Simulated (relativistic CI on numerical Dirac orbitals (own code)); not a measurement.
# Hf66+: computed level list

Calculated at this level of theory: Dirac-Coulomb-Breit CI, KLI orbitals optimised for each configuration, QED by a radiative potential, unscaled Slater integrals (own radial code, finite nucleus).

CI space (outside the closed core 1s2): 2s²2p², 2s2p³, 2p⁴, 2p³3s, 2p³3p, 2p³3d, 2s²2p3s, 2s²2p3p, 2s²2p3d, 2s2p²3s, 2s2p²3p, 2s2p²3d, 2s²2p4s, 2s²2p4p, 2s²2p4d, 2s²2p4f. Levels of other configurations are missing.

The lowest level is 2s²2p² ³P0, with 68 % of that term; Hund's rules for 2s²2p² give ³P with J = 0, in agreement.

```csv
No.,Configuration,Term,J,E (eV),%,Landé g,Lifetime (s),jj configuration (%)
1,2s²2p²,³P,0,0.0,68,,,2p1/2^2 (100)
2,2s²2p²,³P,1,1243.6,100,1.470,8.47e-11,2p1/2 2p3/2 (100)
3,2s²2p²,¹D,2,1262.0,65,1.137,1.80e-08,2p1/2 2p3/2 (100)
4,2s2p³,³P°,2,1533.0,48,1.496,3.21e-11,2s 2p3/2 (100)
5,2s2p³,³D°,1,1619.0,31,1.111,1.02e-13,2s 2p3/2 (100)
6,2s²2p²,³P,2,2528.2,65,1.292,1.91e-11,2p3/2^2 (99)
7,2s²2p²,¹S,0,2589.0,67,,1.69e-11,2p3/2^2 (99)
8,2s2p³,⁵S°,2,2748.6,50,1.547,4.45e-13,2s 2p1/2 2p3/2^2 (100)
9,2s2p³,³D°,3,2792.9,100,1.295,4.69e-13,2s 2p1/2 2p3/2^2 (100)
10,2s2p³,³P°,0,2853.3,100,,1.30e-13,2s 2p1/2 2p3/2^2 (100)
11,2s2p³,³S°,1,2875.5,53,1.299,6.63e-14,2s 2p1/2 2p3/2^2 (100)
12,2s2p³,¹D°,2,2885.1,74,1.047,6.79e-14,2s 2p1/2 2p3/2^2 (100)
13,2s2p³,³P°,1,2889.2,63,1.297,1.14e-13,2s 2p1/2 2p3/2^2 (100)
14,2p⁴,³P,2,3191.8,68,1.307,7.08e-14,2p3/2^2 (99)
15,2p⁴,¹S,0,3255.8,64,,6.32e-14,2p3/2^2 (99)
16,2s2p³,³P°,2,4092.9,51,1.433,1.37e-13,2s 2p3/2^3 (100)
17,2s2p³,¹P°,1,4177.0,36,1.158,5.43e-14,2s 2p3/2^3 (100)
18,2p⁴,³P,1,4450.7,100,1.470,4.49e-14,2p1/2 2p3/2^3 (100)
19,2p⁴,¹D,2,4469.5,68,1.122,4.64e-14,2p1/2 2p3/2^3 (100)
20,2p⁴,³P,0,5763.1,65,,3.38e-14,2p3/2^4 (100)
21,2s²2p3s,³P°,0,9755.3,99,,4.87e-15,2p1/2 3s (99)
22,2s²2p3s,³P°,1,9759.0,67,1.303,3.98e-15,2p1/2 3s (100)
23,2s²2p3p,³D,1,9840.5,74,0.635,3.24e-13,2p1/2 3p1/2 (100)
24,2s²2p3p,³P,0,9887.4,67,,1.53e-13,2p1/2 3p1/2 (99)
25,2s2p²3s,⁵P,1,10018.8,41,2.003,4.92e-15,2s 2p1/2^2 3s (98)
26,2s2p²3s,³P,0,10057.4,68,,5.22e-15,2s 2p1/2^2 3s (99)
27,2s2p²3p,³P°,1,10112.4,33,1.342,1.97e-15,2s 2p1/2^2 3p1/2 (99)
28,2s2p²3p,³P°,0,10113.1,52,,1.81e-13,2s 2p1/2^2 3p1/2 (99)
29,2s²2p3p,³D,2,10230.6,52,1.145,2.12e-13,2p1/2 3p3/2 (100)
30,2s²2p3p,³P,1,10231.9,48,1.499,2.33e-13,2p1/2 3p3/2 (99)
31,2s²2p3d,³F°,2,10293.6,75,0.743,4.17e-15,2p1/2 3d3/2 (100)
32,2s²2p3d,³D°,1,10319.7,50,0.828,5.17e-16,2p1/2 3d3/2 (99)
33,2s²2p3d,³P°,2,10405.0,47,1.282,7.23e-16,2p1/2 3d5/2 (98)
34,2s²2p3d,³F°,3,10409.3,46,1.093,7.39e-16,2p1/2 3d5/2 (100)
35,2s2p²3p,³P°,2,10497.2,35,1.496,3.11e-14,2s 2p1/2^2 3p3/2 (98)
36,2s2p²3p,³D°,1,10502.5,31,1.136,1.99e-15,2s 2p1/2^2 3p3/2 (99)
37,2s2p²3d,³D,1,10559.2,47,0.469,4.68e-15,2s 2p1/2^2 3d3/2 (100)
38,2s2p²3d,³D,2,10565.2,31,1.112,3.81e-15,2s 2p1/2^2 3d3/2 (99)
39,2s2p²3d,³D,3,10667.6,38,1.329,7.37e-16,2s 2p1/2^2 3d5/2 (100)
40,2s2p²3d,³F,2,10685.5,27,1.030,7.52e-16,2s 2p1/2^2 3d5/2 (99)
41,2s²2p3s,³P°,2,11043.2,98,1.470,6.18e-15,2p3/2 3s (98)
42,2s²2p3s,¹P°,1,11052.1,66,1.126,3.26e-15,2p3/2 3s (99)
43,2s²2p3p,³P,1,11146.3,50,1.452,1.26e-13,2p3/2 3p1/2 (97)
44,2s²2p3p,³D,2,11148.3,47,1.147,1.56e-13,2p3/2 3p1/2 (97)
45,2s2p²3s,⁵P,2,11229.5,84,1.722,7.34e-15,2s 2p1/2 2p3/2 3s (99)
```

Energies count from the lowest computed level; ° marks odd parity; lifetimes are radiative, by E1, M1, E2, M2 decay to levels of this space only. Filled j subshells are mostly left out of the jj labels.

The mean weight of the leading LS term, summed over parents, in these 45 levels is 60 %, and that of the leading jj configuration (from the same eigenvectors) 99 %, so jj coupling describes them better and the LS labels are nominal.

At this charge energies of transitions that change n are usually good to better than 1 %, and those within a shell (Δn = 0) to a few per cent.

LS names give the leading component of a level, which can be under half, so a name can repeat, a term be missing and a line seem to break the LS rules.
